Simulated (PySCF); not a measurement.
disilylmethane (CH8Si2), singlet, geometry from GFN2-xTB. Base run: PySCF with R2SCAN/STO-3G.

Geometry (Å):
```xyz
11

Si     1.4695     0.6752    -0.0043
C      0.2500    -0.7734    -0.1407
Si    -1.5829    -0.3245     0.0681
H      2.8397     0.1830    -0.1852
H      1.1810     1.6690    -1.0405
H      1.3587     1.2974     1.3167
H      0.5138    -1.5249     0.6047
H      0.3845    -1.2545    -1.1105
H     -1.9825     0.6328    -0.9654
H     -1.8049     0.2612     1.3918
H     -2.4030    -1.5341    -0.0607
```
Charge 0, spin multiplicity 1.
All else is at PySCF's defaults.
Base energy -614.65780 Eh.

The base run was repeated with changes; each row names its change, and settings that it needs were set with it.

```json
[
 {"change": "base", "ΔE vs base (mEh)": "0.000", "SCF cycles": "7", "outcome": "converged"},
 {"change": "level_shift = 0.1 (with mf.max_cycle = 100)", "ΔE vs base (mEh)": "0.000", "SCF cycles": "8", "outcome": "converged"},
 {"change": "diis_space = 12", "ΔE vs base (mEh)": "0.000", "SCF cycles": "7", "outcome": "converged"},
 {"change": "init_guess = atom", "ΔE vs base (mEh)": "0.000", "SCF cycles": "8", "outcome": "converged"},
 {"change": "solver = newton; init_guess = 1e", "ΔE vs base (mEh)": "0.000", "SCF cycles": "-", "outcome": "converged"},
 {"change": "diis = off; damp = 0.3 (with mf.diis_start_cycle = 200; with mf.max_cycle = 150)", "ΔE vs base (mEh)": "0.000", "SCF cycles": "21", "outcome": "converged"},
 {"change": "DIIS = EDIIS", "ΔE vs base (mEh)": "-", "SCF cycles": "50", "outcome": "not converged"},
 {"change": "conv_tol = 1e-11", "ΔE vs base (mEh)": "0.000", "SCF cycles": "9", "outcome": "converged"},
 {"change": "conv_tol_grad = 1e-7", "ΔE vs base (mEh)": "0.000", "SCF cycles": "9", "outcome": "converged"},
 {"change": "init_guess = 1e", "ΔE vs base (mEh)": "0.000", "SCF cycles": "12", "outcome": "converged"},
 {"change": "init_guess = huckel", "ΔE vs base (mEh)": "0.000", "SCF cycles": "8", "outcome": "converged"},
 {"change": "damp = 0.5; diis_start_cycle = 5", "ΔE vs base (mEh)": "0.000", "SCF cycles": "9", "outcome": "converged"},
 {"change": "diis = off (with mf.max_cycle = 100)", "ΔE vs base (mEh)": "-", "SCF cycles": "100", "outcome": "not converged"}
]
```
